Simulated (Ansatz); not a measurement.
C$_{2}$H$_{10}$AlFOSi (`[CH3][Al-]([CH3])([F])[OH+][SiH3]`). The species carries charge 0 and has multiplicity 1.

```xyz
16

C    -0.801   -1.526   -1.486
Al   -0.339   -0.612    0.179
C    -1.686   -0.158    1.521
F     1.211   -0.965    0.794
O     0.466    1.095   -0.360
Si    2.120    1.328    0.020
H    -1.158   -2.544   -1.297
H     0.053   -1.609   -2.165
H    -1.604   -1.015   -2.029
H    -1.271    0.442    2.337
H    -2.118   -1.057    1.974
H    -2.523    0.403    1.092
H     0.017    1.809   -0.817
H     2.320    1.354    1.478
H     2.353    2.692   -0.532
H     2.961    0.363   -0.708
```

(1) List the harmonic frequencies (cm⁻¹, unscaled) at PBE0-D4/def2-TZVP in Ansatz. (Estimate.)

(2) Is this a minimum?

(3) Give the ideal-gas thermochemistry at 298.15 K and 1 bar (rigid rotor, harmonic oscillator; point group Cs, symmetry number 1).

(4) And at 400, 500, 600, 800 and 1000 K?

(5) Rotational constants (cm⁻¹)?

Answers

(1) Ansatz gave: 41, 88, 90, 103, 116, 144, 185, 208, 230, 285, 297, 396, 551, 597, 604, 670, 684, 694, 700, 715, 768, 795, 941, 971, 976, 1045, 1223, 1223, 1440, 1445, 1448, 1452, 2213, 2294, 2313, 3028, 3029, 3101, 3102, 3112, 3113, 3907.

(2) Yes, all 42 modes are real.

(3) Zero-point energy 301.1 kJ/mol; H(298) − E = 334.0 kJ/mol; entropy 438.8 J/(mol·K), of which translation 169.0, rotation 119.1, vibration 150.7; G(298) − E = 203.1 kJ/mol. Modes under 100 cm⁻¹ are hindered rotations or soft bends, so the harmonic entropy is rough.

(4) 
```
T (K)  H − E (kJ/mol)  S (J/mol/K)  G − E (kJ/mol)
  400           353.1        493.9           155.6
  500           374.6        541.8           103.7
  600           398.3        584.9            47.4
  800           450.7        660.0           -77.3
 1000           508.1        724.0          -215.9
```

(5) 0.1013, 0.04678, 0.04281.
